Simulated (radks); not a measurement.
Fractional charge and spin in the 5p shell of neodymium: the spin-up occupation runs from 2 to 3 and the spin-down occupation from 2 to 3; the fullest corner is Nd, [Kr] 4d10 4f(up 2, down 2) 5s2 6s2 5p(up 3, down 3). Method: scalar-relativistic Kohn-Sham, r2SCAN, spin-polarised, spherical densities, finite nucleus; meta-GGA in the generalised Kohn-Sham scheme; Fermi nuclear charge, rms radius of each element as measured or else 0.836 A^(1/3) + 0.57 fm; computed with a radial shooting solver on a logarithmic mesh with Libxc functionals. Energy (eV) above the fullest corner. The planes named below are the two flat planes that join the four corners, with an edge along up + down = one added electron.

down \ up,2,2.5,3
2,65.690,45.231,27.356
2.5,45.231,27.664,12.544
3,27.356,12.544,0.000

Corners above the fullest one (they belong to Nd+ and the next ion): (up 3, down 2) 27.356 eV, (up 2, down 3) 27.356 eV, (up 2, down 2) 65.690 eV. With half an added electron in each spin the energy lies 0.308 eV from the planes, and with half an added electron in spin up alone -1.292 eV. The planes are only a guide here: the flat-plane condition holds for ground states with one frontier orbital, while this shell lies below other occupied shells, so the corners above the fullest one are inner-hole states and not the ground states of those ions.
